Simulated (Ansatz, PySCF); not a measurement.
disilazane (H7NSi2), SMILES [SiH3]N[SiH3]. Atoms are numbered in the order given.

```xyz
10

Si    -0.0081    -0.1326     1.5728
N      0.0634     0.6096     0.0000
Si    -0.0081    -0.1326    -1.5728
H     -0.9874     0.5765     2.4544
H     -0.4380    -1.5478     1.3789
H      1.3102    -0.1235     2.2845
H      0.2414     1.6114     0.0000
H      1.3102    -0.1235    -2.2845
H     -0.9874     0.5765    -2.4544
H     -0.4380    -1.5478    -1.3789
```

Coordinates come from a PBE0-D3(BJ)/def2-SVP optimisation.

Two levels are set side by side: PBE-D3(BJ)/def2-SVP (Ansatz, a quantum-chemistry and plane-wave program) and PBE0-D3(BJ)/def2-SVP (Ansatz). Each level has its own optimised geometry; the coordinates shown are those of the second. Frequencies come from the Hessian of PySCF at each geometry. Differences are taken from unrounded values.

```
quantity                            PBE0-D3(BJ)  PBE-D3(BJ)  PBE-D3(BJ) minus PBE0-D3(BJ)
----------------------------------  -----------  ----------  ----------------------------
mean bond length (Å)                      1.497       1.508                         0.011
bond Si1–N2 (Å)                           1.741       1.754                         0.013
bond N2–Si3 (Å)                           1.741       1.754                         0.013
bond Si1–H4 (Å)                           1.496       1.507                         0.010
bond Si1–H5 (Å)                           1.492       1.502                         0.010
bond Si1–H6 (Å)                           1.498       1.510                         0.012
bond N2–H7 (Å)                            1.017       1.026                         0.008
bond Si3–H8 (Å)                           1.498       1.510                         0.012
bond Si3–H9 (Å)                           1.496       1.507                         0.010
bond Si3–H10 (Å)                          1.492       1.502                         0.010
highest harmonic wavenumber (cm⁻¹)         3610        3496                          -114
mean harmonic wavenumber (cm⁻¹)            1212        1172                           -40
zero-point energy (kcal/mol)              41.57       40.21                         -1.36
```

GGA bonds tend to be longer and softer than those of functionals with exact exchange. Differences between two approximate levels are no errors against the true value.
